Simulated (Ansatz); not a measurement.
Input file for Ansatz (a program for electronic structure): R-BHLYP/def2-TZVPPD on CH7ClSi (a complex). Files ending in .json are basis or fitting sets from the Basis Set Exchange.

Ansatz 0.2 input:
```yaml
crystal:
  periodic: [false, false, false]
  atoms:
    - {symbol: Cl, position_ang: [0.04391659, -0.22378811, -0.15161709]}
    - {symbol: H, position_ang: [-0.36988407, -0.71966928, 0.96291862]}
    - {symbol: C, position_ang: [0.82198547, 0.81989313, 3.45746752]}
    - {symbol: Si, position_ang: [-0.43113654, -0.49177217, 3.91830530]}
    - {symbol: H, position_ang: [1.14552336, 1.36854222, 4.34387585]}
    - {symbol: H, position_ang: [0.39829236, 1.53423185, 2.75008245]}
    - {symbol: H, position_ang: [1.70280449, 0.37261476, 2.99413397]}
    - {symbol: H, position_ang: [0.14027395, -1.48080216, 4.86172956]}
    - {symbol: H, position_ang: [-0.86319217, -1.24132737, 2.70409894]}
    - {symbol: H, position_ang: [-1.64569490, 0.10562817, 4.52036069]}
basis:
  gaussian:
    orbitals: def2-TZVPPD.json
hamiltonian:
  xc: {name: BHLYP}
scf: {lower_state_search: off}
```

Output:

```
Functional definition: BHLYP
[...]
these checks for a lower state are left out or cut short: stability, starts, cluster_reference, orbital_swaps, neighbouring_geometries, increment
integrals: 0.19 GiB planned
1342 factors; their error is unknown
mean field: 1.55 GiB planned
mean field evaluation 1: about -21548.4536 eV, gradient 3.9e1 eV
mean field evaluation 2: about -21549.3211 eV, gradient 3.3e1 eV
mean field evaluation 4: about -21551.9355 eV, gradient 6.1e-1 eV
mean field evaluation 8: about -21552.0544 eV, gradient 4.0e-1 eV
mean field evaluation 16: about -21552.0546 eV, gradient 4.4e-6 eV
mean field -21552.05458018 eV, -792.0233973142 hartree, gradient 9.9e-7 eV, S^2 0.000000; 0 other end points of the search recorded, 0 dependent functions left out
reference -21552.05478895 eV, -792.0234049865 hartree; 22, 22 occupied and 233, 233 virtual orbitals, 1342 factors
Total energy: -21552.05478895 eV, -792.0234049865 hartree
Checks for a lower state left out: stability, starts, cluster_reference, orbital_swaps, neighbouring_geometries, increment
```

Self-consistency was reached.

Cost: roughly 6 core-seconds.
